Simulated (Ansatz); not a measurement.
Consider the ligand exchange at the Si–C bond: `O[SiH2]C#[C][GeH3]` + `NC=O` → `O=CN[SiH2]O` + `C#[C][GeH3]`.

Program: Ansatz. Geometries: PBE0-D4/def2-TZVP. ΔE: electronic, gas phase. CCSD(T)/CBS is the MP2 limit (def2-TZVPP, def2-QZVPP) plus CCSD(T) − MP2 in def2-TZVPP, frozen cores. This one scheme is used for every species. Functionals use def2-TZVPP. For Ge outer-core shells are correlated without core-valence functions, which leaves a few kJ/mol of doubt a bond. Scalar relativity is left out up to krypton. Each species was taken in one conformer, which may not be the lowest.

Problem. Is it downhill or uphill in electronic energy at CCSD(T)/CBS, and by how much? (Best estimate.)

Solution. Computed: Downhill: ΔE = -8.1 kcal/mol.

Problem. What do these levels give: r2SCAN-D4, ωB97M-V, PBE, PBE0, MP2/def2-TZVPP, SCS-MP2/def2-TZVPP, CCSD(T)/def2-TZVPP, HF/def2-QZVPP, SCS-MP2/def2-QZVPP, HF/CBS(def2), MP2/CBS(def2), CCSD/CBS(def2)? (Estimate.)

Solution. Ansatz gave: r2SCAN-D4 -6.7, ωB97M-V -8.2, PBE -4.8, PBE0 -5.7, MP2/def2-TZVPP -7.6, SCS-MP2/def2-TZVPP -7.6, CCSD(T)/def2-TZVPP -8.1, HF/def2-QZVPP -7.6, SCS-MP2/def2-QZVPP -7.6, HF/CBS(def2) -7.6, MP2/CBS(def2) -7.7, CCSD/CBS(def2) -8.2 kcal/mol.

Largest T1 diagnostic among the species: 0.016.

From PBE to PBE0 (25 % exact exchange), in def2-TZVPP and without D4, ΔE moves by −0.9 kcal/mol. The D4 term adds −1.0 kcal/mol with B3LYP and −0.5 kcal/mol with PBE0; it sums over pairs of atoms, weighted by their polarisabilities, and B3LYP, whose exchange is more repulsive, gets the larger term.

B3LYP here is the variant with VWN-RPA as its local correlation; programs differ in this.
